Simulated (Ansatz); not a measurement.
Input file for `C[Si]1(N)[AlH][Se]1`:

```yaml
crystal:
  periodic: [false, false, false]
  atoms:
    - {symbol: C, position_ang: [-1.153795, 0.535968, 1.074825]}
    - {symbol: Si, position_ang: [0.151218, -0.122363, -0.085728]}
    - {symbol: N, position_ang: [1.654850, 0.079311, 0.708203]}
    - {symbol: Al, position_ang: [-0.189372, -1.425113, -1.994756]}
    - {symbol: Se, position_ang: [-0.103027, 0.857553, -2.247421]}
    - {symbol: H, position_ang: [-0.944652, 1.581299, 1.322015]}
    - {symbol: H, position_ang: [-1.169913, -0.041624, 2.002215]}
    - {symbol: H, position_ang: [-2.139935, 0.490551, 0.611932]}
    - {symbol: H, position_ang: [1.806385, 0.877001, 1.306624]}
    - {symbol: H, position_ang: [2.512947, -0.223226, 0.277721]}
    - {symbol: H, position_ang: [-0.359309, -2.666356, -2.955030]}
basis:
  gaussian: {orbitals: def2-TZVPP}
correlation: {method: ccsd_t}
output: {orbitals: {seedname: orbitals}}
```

```sh
$ ansatz run in.yaml --threads 4 --pin off --events-out ev --progress --plain --max-ram 10444MiB
```

The program prints (abridged):

```
Functional definition: HF
1659 factors; integrals over basis functions are off by at most 1.2e-3 eV
mean field evaluation 1: about -82354.4478 eV, gradient 4.2e1 eV
mean field evaluation 2: about -82354.7656 eV, gradient 4.2e1 eV
mean field evaluation 4: about -82359.2012 eV, gradient 3.9e0 eV
mean field evaluation 8: about -82359.2832 eV, gradient 2.9e-1 eV
mean field evaluation 16: about -82359.2837 eV, gradient 2.0e-6 eV
mean field -82359.28367401 eV, -3026.6478498925 hartree, gradient 2.0e-6 eV, S^2 0.000000; 0 other end points of the search recorded, 0 dependent functions left out
21 core orbitals not correlated: weight in the atoms' cores, before any rotation towards them, 1.000 or more for the frozen orbitals, at most 0.000 for the correlated occupied ones
reference -82359.28367401 eV, -3026.6478498925 hartree; 19, 19 occupied and 238, 238 virtual orbitals, 1659 factors
second order -23.15513603 eV of doubles, -0.00000000 eV of singles
cycle   1  -23.50970696 eV  change   -3.5e-1 eV  update   1.1e-1
cycle   2  -24.11187579 eV  change   -6.0e-1 eV  update   3.3e-2
cycle   3  -24.22651326 eV  change   -1.1e-1 eV  update   1.8e-2
cycle   4  -24.20802817 eV  change    1.8e-2 eV  update   5.5e-3
cycle   5  -24.20779417 eV  change    2.3e-4 eV  update   3.0e-3
cycle   6  -24.20824296 eV  change   -4.5e-4 eV  update   1.0e-3
cycle   7  -24.20776227 eV  change    4.8e-4 eV  update   4.5e-4
cycle   8  -24.20779033 eV  change   -2.8e-5 eV  update   1.6e-4
cycle   9  -24.20788714 eV  change   -9.7e-5 eV  update   6.1e-5
cycle  10  -24.20786964 eV  change    1.8e-5 eV  update   2.3e-5
perturbative correction -1.04767419 eV, -0.0385013165 hartree
Total energy: -82384.53921785 eV, -3027.5759740095 hartree
```

Hardware: 4 threads of an Intel Xeon on a shared host. Wall time 7.4 min, peak host memory 7.4 GiB.

Correlation energy per correlated electron: -0.665 eV. T1 diagnostic: 0.0124.
